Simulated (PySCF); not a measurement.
**Correlation energy of C²⁺ (carbon, charge +2)**

[He] 2s2, closed-shell 1S. Calculation: PySCF 2.14, in an even-tempered Gaussian basis (18 s from 0.12 bohr⁻², ratio 2.2; 9 p from 0.23 bohr⁻², ratio 2.4; 6 d from 0.7 bohr⁻², ratio 2.4; 6 f from 1.1 bohr⁻², ratio 2.4; 5 g from 1.6 bohr⁻², ratio 2.4); no relativity, point nucleus. Frozen: nothing; 4 electrons correlated; the 11 highest virtual orbitals of each spin left out.

MP2 pair energies summed by pair of shells (mhartree):

```json
{"pair": "2s-2s", "energy": "-46.35", "share (%)": "48.4"}
{"pair": "1s-1s", "energy": "-40.18", "share (%)": "42.0"}
{"pair": "1s-2s", "energy": "-9.15", "share (%)": "9.6"}
```

Total MP2 correlation energy: -95.69 mhartree.

Same-spin part -2.39 and opposite-spin part -93.30 mhartree; SCS-MP2 scales them by 1/3 and 6/5 to -112.75 mhartree.

MP2 falls well short for the outer s pair, which is nearly degenerate with np².
